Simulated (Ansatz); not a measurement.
The same path of C2H8BN + CH5N (19 atoms, charge 0, multiplicity 1) was run twice with different band settings. Lost on the way: B1–N2, N13–H19. Made: B1–N13, N2–H19.

All numbers below come from RKS B3LYP-D4/6-31G* in Ansatz 0.2.0.

Relaxed end points:

```xyz
19
Properties=species:S:1:pos:R:3
B -0.079 0.467 -0.015
N -0.258 0.877 1.323
H -1.163 1.099 1.717
H 0.511 1.075 1.949
C 1.387 0.221 -0.562
H 1.494 -0.827 -0.872
H 1.581 0.827 -1.459
H 2.183 0.439 0.163
C -1.350 0.220 -0.927
H -1.431 -0.856 -1.136
H -2.298 0.542 -0.477
H -1.255 0.717 -1.902
N -0.141 -2.498 1.208
H -0.837 -3.169 1.529
C 1.171 -2.831 1.765
H 1.499 -3.802 1.373
H 1.899 -2.083 1.430
H 1.223 -2.881 2.868
H -0.432 -1.584 1.551
```

```xyz
19
Properties=species:S:1:pos:R:3
B 0.106 -0.883 -0.331
N -0.481 0.984 2.286
H -1.404 1.129 2.694
H 0.188 1.125 3.043
C 1.495 -0.195 -0.682
H 2.192 -0.903 -1.153
H 1.372 0.647 -1.372
H 1.999 0.195 0.212
C -1.241 -0.405 -1.013
H -2.124 -1.009 -0.763
H -1.446 0.629 -0.704
H -1.149 -0.384 -2.107
N 0.043 -1.925 0.619
H -0.854 -2.369 0.779
C 1.135 -2.548 1.350
H 1.269 -3.601 1.064
H 2.066 -2.021 1.134
H 0.971 -2.513 2.435
H -0.428 -0.002 2.033
```

Common settings: movable images 5; climbing image yes; spring 5.0 eV/Å²; optimiser quadratic models (default); force threshold 0.05 eV/Å; iteration limit 60; end points relaxed.

| run | start path |
| --- | --- |
| 1 | through a guess of the saddle point |
| 2 | straight line |

Question: What does each run give, and how far can it be trusted?

Answer: Run 1: converged after 30 iterations, highest image 0.742 eV above the first end. A vibrational analysis at the climbing image gives one clearly imaginary mode, 1443i cm⁻¹: a first-order saddle point.
Run 2: converged after 18 iterations, highest image 0.742 eV above the first end. Another band between the same ends (5 images) ends at a top of the same energy, where a vibrational analysis finds 1 clearly imaginary mode.
The orbitals stay closed-shell, which can raise the energy where a bond breaks towards radicals; this wasn't checked here.
